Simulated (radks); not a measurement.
Values are calculated unless marked as measured or tabulated.
These are the eigenvalues of the occupied orbitals of an atom or ion with whole-number occupations (eV). Code: a radial shooting solver on a logarithmic mesh with Libxc functionals. Model: scalar-relativistic Kohn-Sham, BLYP, spin-polarised, spherical densities, point nucleus.

| orbital | eigenvalue |
|---|---|
| 1s down | -80818.16 |
| 1s up | -80818.16 |
| 2s up | -14277.23 |
| 2s down | -14277.15 |
| 2p up | -12344.06 |
| 2p down | -12343.99 |
| 3s up | -3386.119 |
| 3s down | -3386.091 |
| 3p up | -2825.567 |
| 3p down | -2825.535 |
| 3d up | -2227.292 |
| 3d down | -2227.238 |
| 4s up | -751.6899 |
| 4s down | -751.6151 |
| 4p up | -567.9238 |
| 4p down | -567.8540 |
| 4d up | -347.4945 |
| 4d down | -347.4141 |
| 5s up | -130.2213 |
| 5s down | -129.7311 |
| 4f up | -102.7913 |
| 4f down | -102.6781 |
| 5p up | -81.4783 |
| 5p down | -80.8804 |
| 5d up | -27.5284 |
| 5d down | -26.8940 |

Which element is it, and in what charge state? The configuration may be excited. Open shells, if any, are filled with parallel spins first.

Answer. Z = 79, gold, charge +2: Au2+ in [Xe] 4f14 5d9. The list shows which subshells hold electrons but not how many an open one holds; the 1s level, -2970 hartree, gives Z - s = 77.1 by -(Z - s)^2/2, which with screening and relativity narrows Z to a few neighbours, and the depths of the outer levels then fix element, charge and occupations together.
